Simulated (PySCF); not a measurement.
Run record: geometry optimisation, `FC(F)(F)CCC1=NC=NO1`.

Method: PBE0-D3(BJ)/def2-SVP geometry optimisation, gas phase (PySCF 2.14.0). Start geometry: GFN2-xTB. A driver script takes a list of jobs; this job's settings line and coordinates (Å) are shown.

Input:
```
{"job": {"xc": "PBE0", "basis": "def2-SVP", "d3": "d3bj", "grid": 1, "kind": "geom"}, "charge": 0, "multiplicity": 1}
F     -2.458125    -0.831129    -0.915268
C     -1.872108     0.339601    -0.616349
F     -2.819950     1.280116    -0.732079
F     -0.977952     0.573560    -1.584939
C     -1.258982     0.326633     0.772090
C     -0.185702    -0.758726     0.889507
C      1.017218    -0.396516     0.097266
N      1.626056     0.752321     0.073667
C      2.642932     0.532516    -0.798192
N      2.662340    -0.673597    -1.275535
O      1.601969    -1.293733    -0.699673
H     -2.068242     0.146279     1.480828
H     -0.819278     1.307666     0.958265
H      0.104545    -0.853721     1.938585
H     -0.561764    -1.722571     0.541506
H      3.359443     1.280244    -1.063947
```

Output:
```
step   0  E = -676.57686781  max force = 0.014020
step   1  E = -676.57888592  max force = 0.005923
step   2  E = -676.57899398  max force = 0.002044
step   3  E = -676.57901866  max force = 0.001268
step   4  E = -676.57902597  max force = 0.000574
step   5  E = -676.57902807  max force = 0.000537
step   6  E = -676.57902736  max force = 0.000321
optimisation converged
```

Energies in Eh; «max force» is the largest Cartesian gradient component in Eh/bohr.

**Question.** How much energy does the optimisation release, in kcal/mol?

**Answer.** E(step 0) − E(last step) = 0.002160 Eh, which is 1.4 kcal/mol.

**Question.** Give the first gradient maximum in eV/Å.

**Answer.** With 1 Eh/bohr = 51.422 eV/Å, 0.721 eV/Å.

In short: final energy -676.57903 Eh after 6 steps; dipole 2.86 D.

**Question.** Where do the atoms end?

**Answer.** 0.092 Å rms from the input after alignment:
```
atom  x, y, z in Å
F1    -2.5918   -0.8584   -0.8122
C2    -1.9834    0.3084   -0.5637
F3    -2.9182    1.2582   -0.5765
F4    -1.1534    0.5425   -1.5869
C5    -1.2591    0.2800    0.7583
C6    -0.1514   -0.7652    0.8109
C7     1.0611   -0.3501    0.0585
N8     1.6482    0.8066    0.0579
C9     2.6959    0.5895   -0.7891
N10    2.7582   -0.6160   -1.2782
O11    1.6737   -1.2396   -0.7178
H12   -2.0145    0.0794    1.5310
H13   -0.8433    1.2818    0.9394
H14    0.1412   -0.9189    1.8620
H15   -0.4985   -1.7361    0.4301
H16    3.4341    1.3466   -1.0525
```

Rough CPU time on one thread of a shared machine: about 2.4 min.
Labels such as C1 count atoms from 1, the log's own numbers from 0.
